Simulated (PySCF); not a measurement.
Gas-phase reaction: 2 GeH3 + 2 O2 = GeH2 + Ge(OH)4, at 500 K and a standard pressure of 1 bar. Level: HF/6-31G*.

Energies from PySCF, thermal terms from the rigid-rotor harmonic-oscillator model, ideal gas at 1 bar. 6-31G* has spherical d functions here. Open shells (unrestricted): GeH3 (multiplicity 2), O2 (multiplicity 3); the rest are closed-shell singlets. Ge: all electrons, no relativistic terms. GeH3, GeH2, Ge(OH)4: computed as isolated molecules; such fragments, hydroxides, amides, oligomers or adducts are transient or little studied in the gas. The harmonic model lacks anharmonicity and excited electronic states, which grow with temperature; levels with a mode under 35 cm⁻¹ are left out. Internal rotation in Ge(OH)4 is treated as a harmonic vibration of one conformer, which makes the entropy rough.

```csv
species,E (Ha),H(500 K) − E (kJ/mol),S°(500 K) (J/mol/K)
GeH3,-2076.24188,75.3,251.9
O2,-149.61510,26.6,219.7
GeH2,-2075.65279,48.0,238.9
Ge(OH)4,-2376.40343,204.0,412.4
```
E: electronic energy; H − E holds the zero-point and thermal terms. 1 Ha = 2625.5 kJ/mol.

### Question
Work out ΔH°, ΔS°, ΔG° and log10 K from these numbers.

### Answer
1. ΔE = 1×(-2075.65279) + 1×(-2376.40343) − 2×(-2076.24188) − 2×(-149.61510) = -0.34226 Ha = -898.6 kJ.
2. Δ(H − E) = 1×(48.0) + 1×(204.0) − 2×(75.3) − 2×(26.6) = 48.2 kJ, so ΔH° = -850.4 kJ.
3. ΔS° = 1×(238.9) + 1×(412.4) − 2×(251.9) − 2×(219.7) = -291.9 J/K; the number of gas molecules changes by -2.
4. ΔG° = ΔH° − TΔS° = -850.4 − 500×(-291.9)/1000 = -704.5 kJ.
5. log10 K = −ΔG°/(RT ln 10) = 73.62, with RT ln 10 = 9.57 kJ/mol; at standard pressures the products are favoured.
6. A shift of 10 kJ in ΔE would move log10 K by 1.04 here.
For scale, ΔH°(298 K) is -854 kJ at this level, -1150 kJ at ωB97M-V/def2-TZVP†, and runs from -1701 to -854 kJ over the 20 levels computed († marks an energy on the PBE0/def2-TZVP geometry).
